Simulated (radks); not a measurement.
Question: Cr II, 23 electrons, occupied as [Ar] 3d5. Calculated with a radial shooting solver on a logarithmic mesh with Libxc functionals: Dirac Kohn-Sham, B86b exchange with PBE correlation, spin-unpolarised, spherical densities, finite nucleus; open shells fill j = l - 1/2 first; Fermi nuclear charge, rms radius 3.6452 fm.

Spin-orbit splittings of the eigenvalues, e(l+1/2) - e(l-1/2), with zeta = 2 splitting/(2l+1) and mean radii in bohr:

| shell | occ. | splitting (eV) | zeta (eV) | <r> j=l-1/2 | <r> j=l+1/2 |
|---|---|---|---|---|---|
| 2p | 6 | 8.654 | 5.770 | 0.2578 | 0.2607 |
| 3p | 6 | ? | ? | 0.9620 | 0.9711 |
| 3d | 5 | 0.07998 | 0.03199 | 1.413 | 1.420 |
| 4p | 0 | 0.05172 | 0.03448 | 3.909 | 3.937 |

Estimate the 3p splitting.

Answer: 1.011 eV (zeta = 0.6743 eV).
